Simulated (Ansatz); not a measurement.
PBE exchange is replaced step by step with exact exchange (0 % is PBE, 25 % PBE0; no dispersion term), basis def2-TZVP, Ansatz. System: ZrO3H2 (the lowest singlet isomer of a short search). Total charge 0; singlet. Geometry: PBE-D4/def2-TZVP.

Geometry of the singlet:

Cartesian coordinates in Å:
```
Zr 0.073 -0.654 0.003
O -1.657 -0.009 -0.718
O 1.337 -0.632 -1.235
O 0.666 0.261 1.658
H -1.910 0.319 -1.593
H 1.490 0.715 1.885
```

In the def2 sets Zr takes a core potential; there is no spin–orbit coupling. The structure comes from a short search, and lower isomers may exist.

| exact exchange (%) | HOMO (eV) | LUMO (eV) | gap (eV) |
| --- | --- | --- | --- |
| 0 | -6.59 | -3.17 | 3.41 |
| 5 | -6.90 | -3.03 | 3.87 |
| 10 | -7.21 | -2.89 | 4.32 |
| 15 | -7.53 | -2.75 | 4.78 |
| 25 | -8.16 | -2.47 | 5.69 |
| 50 | -9.74 | -1.79 | 7.95 |

(1) Estimate the row for 35 %.

Answers

(1) 
```json
{"exact exchange (%)": "35", "HOMO (eV)": "-8.81", "LUMO (eV)": "-2.19", "gap (eV)": "6.61"}
```
